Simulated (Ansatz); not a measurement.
A nudged elastic band was laid between two geometries of F$_{3}$H$_{4}$NOZr (10 atoms, charge 0, multiplicity 1).

All numbers below come from RKS PBE-D4/def2-SVP (Ansatz 0.2.0).

```yaml
movable_images: 7
climbing_image: yes
spring: 5.0 eV/Å²
optimiser: quadratic models (default)
start_path: through a guess of the saddle point
force_threshold: 0.05 eV/Å
iteration_limit: 60
end_points: relaxed
```

Initial state:

```xyz
10
Properties=species:S:1:pos:R:3
Zr -0.094 0.052 0.147
N -0.040 -0.043 2.230
H 0.379 -0.842 2.724
H 0.071 0.778 2.839
F 1.745 -0.266 -0.320
F -0.392 1.811 -0.562
F -0.837 -1.548 -0.651
O -2.395 0.158 0.895
H -2.891 -0.632 0.603
H -2.002 -0.077 1.781
```

Final state:

```xyz
10
Properties=species:S:1:pos:R:3
Zr -0.496 -0.140 -0.047
N -0.197 0.284 2.366
H 0.546 -0.288 2.790
H 0.016 1.267 2.583
F 0.978 -1.346 0.316
F -0.143 1.765 -0.092
F -0.774 -0.487 -1.926
O -2.256 -0.684 0.639
H -3.053 -1.031 0.206
H -1.075 0.049 2.850
```

(1) What changes between the two ends?

(2) Give the energies along the band, and the barrier.

(3) What is the geometry of the highest image?

(4) What are the harmonic wavenumbers there?

Results:

(1) Bonds broken: O8–H10. Bonds formed: N2–H10.

(2) The run converged. The highest image is number 1 of 0 to 8, 1.9 kcal/mol above the first end and 25.0 kcal/mol above the last; the last end lies 23.1 kcal/mol below the first. A vibrational analysis at the climbing image gives one clearly imaginary mode, 442i cm⁻¹: a first-order saddle point. The orbitals stay closed-shell, which can raise the energy where a bond breaks towards radicals; this wasn't checked here.

```
image  path coordinate (Å)  energy (kcal/mol)  O8–H10 (Å)  N2–H10 (Å)
    0                 0.00                0.0        1.00        2.01
    1                 0.77                1.9        1.12        1.45
    2                 1.34              -10.0        1.65        1.07
    3                 1.91              -16.1        1.94        1.04
    4                 2.49              -19.2        2.17        1.03
    5                 3.06              -21.6        2.35        1.03
    6                 3.63              -22.9        2.55        1.03
    7                 4.20              -22.9        2.92        1.03
    8                 4.77              -23.1        2.61        1.03
```

(3) 
```xyz
10
Properties=species:S:1:pos:R:3
Zr -0.200 0.060 0.050
N -0.230 -0.010 2.246
H 0.216 -0.814 2.709
H 0.060 0.824 2.776
F 1.678 -0.351 -0.038
F -0.317 1.818 -0.700
F -0.811 -1.419 -1.017
O -2.270 0.027 0.956
H -2.948 -0.662 0.833
H -1.632 -0.083 1.870
```

(4) 442i, 59, 128, 149, 168, 173, 189, 243, 361, 372, 542, 550, 593, 633, 656, 671, 687, 914, 1379, 1481, 1897, 3418, 3503, 3753 cm⁻¹.

Time of the run: 4.1 min on 4 threads of Arm Neoverse V2, on a shared host, peak memory 0.18 GiB.
